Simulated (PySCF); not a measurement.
# A search over the determinants of TiS

Unrestricted PBE0; Ti def2-TZVPP, S def2-TZVPP; no relativity (PySCF 2.14). Outer shells of the fragments: Ti 3d2 4s2; S 3s2 3p4.

Followed along the bond (rough minima from three points):

```json
{"2Ms+1": "3", "unpaired": "σ ↑, δ ↑", "⟨S²⟩ at the start": "2.11", "R at minimum (Å)": "2.07", "Te (eV)": "0.00"}
{"2Ms+1": "1", "unpaired": "σ ↓, δ ↑", "⟨S²⟩ at the start": "1.02", "R at minimum (Å)": "2.06", "Te (eV)": "0.47"}
{"2Ms+1": "3", "unpaired": "π ↑, δ ↑", "⟨S²⟩ at the start": "2.06", "R at minimum (Å)": "2.14", "Te (eV)": "0.79"}
{"2Ms+1": "3", "unpaired": "π ↑, δ ↑", "⟨S²⟩ at the start": "2.06", "R at minimum (Å)": "2.14", "Te (eV)": "0.91"}
{"2Ms+1": "3", "unpaired": "δ ↑↑", "⟨S²⟩ at the start": "2.06", "R at minimum (Å)": "2.13", "Te (eV)": "0.91"}
{"2Ms+1": "1", "unpaired": "δ ↑↓", "⟨S²⟩ at the start": "1.00", "R at minimum (Å)": "2.12", "Te (eV)": "1.17"}
```

Solutions found at the starting distance of 2.250 Å, counted from the lowest of them; the search is not exhaustive and high or unbound solutions are not listed, so other states can lie among these:

```json
{"2Ms+1": "3", "unpaired": "σ ↑, δ ↑", "term": "³Δ", "E (eV)": "0.00", "⟨S²⟩": "2.11", "⟨Lz²⟩": "4.00", "μ (D)": "-6.65"}
{"2Ms+1": "1", "unpaired": "σ ↓, δ ↑", "term": "mixed", "E (eV)": "0.53", "⟨S²⟩": "1.02", "⟨Lz²⟩": "4.00", "μ (D)": "-5.95"}
{"2Ms+1": "3", "unpaired": "π ↑, δ ↑", "term": "mixed", "E (eV)": "0.62", "⟨S²⟩": "2.06", "⟨Lz²⟩": "4.17", "μ (D)": "-7.85"}
{"2Ms+1": "3", "unpaired": "π ↑, δ ↑", "term": "mixed", "E (eV)": "0.71", "⟨S²⟩": "2.06", "⟨Lz²⟩": "5.01", "μ (D)": "-7.93"}
{"2Ms+1": "3", "unpaired": "δ ↑↑", "term": "³Σ⁻", "E (eV)": "0.76", "⟨S²⟩": "2.06", "⟨Lz²⟩": "0.00", "μ (D)": "-8.57"}
{"2Ms+1": "1", "unpaired": "δ ↑↓", "term": "mixed", "E (eV)": "1.03", "⟨S²⟩": "1.00", "⟨Lz²⟩": "8.01", "μ (D)": "-8.60"}
{"2Ms+1": "3", "unpaired": "σ ↑, π ↑", "term": "mixed", "E (eV)": "1.05", "⟨S²⟩": "2.22", "⟨Lz²⟩": "1.24", "μ (D)": "-5.69"}
{"2Ms+1": "1", "unpaired": "π ↓, δ ↑", "term": "mixed", "E (eV)": "1.14", "⟨S²⟩": "1.01", "⟨Lz²⟩": "5.02", "μ (D)": "-7.90"}
{"2Ms+1": "5", "unpaired": "σ ↑, π ↑↑, δ ↑", "term": "mixed", "E (eV)": "1.47", "⟨S²⟩": "6.01", "⟨Lz²⟩": "5.89", "μ (D)": "-3.20"}
{"2Ms+1": "1", "unpaired": "none", "term": "¹Σ⁺", "E (eV)": "1.52", "⟨S²⟩": "0.00", "⟨Lz²⟩": "0.00", "μ (D)": "-5.27"}
```

A term symbol is given only where ⟨S²⟩ and ⟨Lz²⟩ are close to those of a pure state; real π, δ and φ orbitals otherwise mix terms. A positive dipole means Ti(−)S(+).

With d or f electrons several states lie close, and the lowest PBE0 determinant need not be the measured ground state.
